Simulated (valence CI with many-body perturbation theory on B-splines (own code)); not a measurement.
## E1 line list for Fe²¹⁺

Method: configuration interaction combined with many-body perturbation theory (CI+MBPT): three valence electrons over a frozen Dirac-Fock core [He], radial functions for each j: 11 s, 11 p, 9 d, 7 f, 5 g, 2 h, 1 i, with the one-electron correlation potential Σ1 (screened to all orders), the two-electron term Σ2, the three-electron term Σ3, Breit, model QED; selected single and double excitations, second order for the rest (own B-spline code, finite nucleus).

No measured levels were compared; by estimate levels of excited configurations hold to 0.05 to 0.15 % of their energy, terms of the ground configuration to about 0.5 %.

Lines 201 to 248 of 248 in falling wavelength, among levels below 9464.6 × 10³ cm⁻¹, chosen from the strongest by gf and those to the six lowest levels. Wavelengths and rates use the calculated energies, so an error of 700 cm⁻¹ moves a line at 1.145 nm by 0.008 % and its rate by three times that or more. Electric multipoles are in the length gauge, E1 and E2 with the static RPA response of the core. Weak lines are less certain than strong ones. Lines between different terms over intervals too small for the method are left out, as are lines whose strength nearly cancels. The highest levels of a list are the least certain.

Names give the largest LS component (configuration and term), which can be under half, so a name can repeat, a term be missing and a line seem to break the LS rules; names also repeat where a configuration has a term twice. Letters in brackets count levels of one name in rising energy.

```csv
λ vac (nm),Upper,Lower,A (s⁻¹),log gf,Branch %
1.145,2s.2p.3d 2F°_7/2 [b],2s.2p2 4P_5/2,1.53e+11,-1.62,1.1
1.145,2s.2p.3p 4P_1/2,2s2.2p 2P°_1/2,2.47e+11,-2.01,55.6
1.144,2s.2p.3p 2D_5/2 [a],2s2.2p 2P°_3/2,7.07e+12,-0.08,98.6
1.143,2s.2p.3p 2D_3/2 [a],2s2.2p 2P°_1/2,4.92e+12,-0.41,98.3
1.140,2s.2p.3p 2S_1/2,2s2.2p 2P°_3/2,7.51e+12,-0.53,81.1
1.137,2s.2p.3p 4P_3/2,2s2.2p 2P°_1/2,9.18e+11,-1.15,21.6
1.135,2s.2p.3p 4S_3/2,2s2.2p 2P°_1/2,6.17e+11,-1.32,19.5
1.130,2p2.3p 2D°_3/2 [a],2s.2p2 4P_5/2,5.51e+11,-1.37,12.7
1.129,2p2.3p 4D°_3/2,2s.2p2 4P_3/2,4.12e+11,-1.50,8.5
1.129,2p2.3p 4D°_5/2,2s.2p2 4P_5/2,2.49e+11,-1.54,7.5
1.128,2p2.3p 4D°_1/2,2s.2p2 4P_1/2,1.93e+12,-1.13,26.4
1.128,2p2.3p 2S°_1/2,2s.2p2 4P_3/2,1.63e+12,-1.21,35.9
1.126,2p2.3p 4P°_5/2,2s.2p2 4P_5/2,2.15e+12,-0.61,51.6
1.125,2s.2p.3d 2P°_1/2 [b],2s.2p2 4P_1/2,4.90e+11,-1.73,3.5
1.125,2s.2p.3p 2S_1/2,2s2.2p 2P°_1/2,1.46e+12,-1.26,15.7
1.125,2s.2p.3d 2P°_3/2 [b],2s.2p2 4P_1/2,3.00e+11,-1.64,1.8
1.124,2p2.3p 2D°_3/2 [b],2s.2p2 4P_5/2,2.10e+11,-1.80,4.3
1.123,2p2.3p 2D°_3/2 [a],2s.2p2 4P_3/2,1.56e+12,-0.93,36.0
1.123,2p2.3p 4D°_7/2,2s.2p2 4P_5/2,3.17e+12,-0.32,97.7
1.122,2p2.3p 4D°_5/2,2s.2p2 4P_3/2,3.03e+12,-0.46,91.0
1.122,2p2.3p 4D°_3/2,2s.2p2 4P_1/2,2.59e+12,-0.71,53.3
1.120,2p2.3p 2S°_1/2,2s.2p2 4P_1/2,2.62e+11,-2.01,5.8
1.120,2p2.3p 4P°_1/2,2s.2p2 4P_3/2,2.04e+12,-1.11,43.8
1.120,2p2.3p 4P°_5/2,2s.2p2 4P_3/2,3.89e+11,-1.36,9.3
1.118,2p2.3p 4S°_3/2,2s.2p2 4P_5/2,2.45e+12,-0.74,44.5
1.118,2p2.3p 2D°_3/2 [b],2s.2p2 4P_3/2,7.58e+11,-1.25,15.5
1.118,2s.2p.3p 2P_1/2 [b],2s2.2p 2P°_3/2,2.04e+12,-1.12,58.1
1.117,2s.2p.3p 2D_3/2 [b],2s2.2p 2P°_3/2,1.64e+12,-0.91,89.4
1.117,2p2.3p 2D°_3/2 [a],2s.2p2 4P_1/2,2.06e+11,-1.81,4.8
1.115,2s.2p.3p 2D_5/2 [b],2s2.2p 2P°_3/2,1.08e+12,-0.92,96.6
1.113,2s.2p.3p 2P_3/2 [b],2s2.2p 2P°_3/2,1.65e+12,-0.91,62.5
1.113,2p2.3p 4P°_1/2,2s.2p2 4P_1/2,4.77e+11,-1.75,10.2
1.111,2p2.3p 4S°_3/2,2s.2p2 4P_3/2,1.18e+12,-1.06,21.5
1.111,2p2.3s 4P_1/2 [a],2s2.2p 2P°_3/2,2.79e+11,-1.99,22.3
1.111,2p2.3p 2D°_3/2 [b],2s.2p2 4P_1/2,5.23e+11,-1.41,10.7
1.105,2p2.3p 4S°_3/2,2s.2p2 4P_1/2,1.90e+11,-1.86,3.5
1.103,2s.2p.3p 2P_1/2 [b],2s2.2p 2P°_1/2,7.79e+11,-1.55,22.2
1.102,2p2.3s 4P_3/2,2s2.2p 2P°_3/2,8.88e+10,-2.19,5.1
1.099,2s.2p.3p 2P_3/2 [b],2s2.2p 2P°_1/2,4.42e+11,-1.49,16.8
1.096,2p2.3s 4P_5/2,2s2.2p 2P°_3/2,8.16e+10,-2.05,3.9
1.094,2p2.3s 2P_1/2,2s2.2p 2P°_3/2,2.62e+11,-2.03,6.7
1.093,2p2.3s 4P_1/2 [b],2s2.2p 2P°_1/2,4.64e+11,-1.78,34.8
1.090,2p2.3s 2P_3/2,2s2.2p 2P°_3/2,2.98e+11,-1.67,8.2
1.080,2p2.3s 2P_1/2,2s2.2p 2P°_1/2,4.32e+11,-1.82,11.1
1.079,2p2.3s 2D_5/2,2s2.2p 2P°_3/2,1.12e+11,-1.93,3.5
1.077,2p2.3s 2D_3/2,2s2.2p 2P°_3/2,2.41e+11,-1.77,6.8
1.076,2p2.3s 2P_3/2,2s2.2p 2P°_1/2,1.89e+11,-1.88,5.2
1.059,2p2.3d 4F_3/2,2s2.2p 2P°_1/2,6.81e+10,-2.34,4.7
```

**Question.** How does gf follow from A for the line at 1.093 nm?

**Answer.** gf = 1.4992 × (2J+1)_upper × A / σ², with σ = 9150101 cm⁻¹ and 2J+1 = 2: gf = 0.0166.
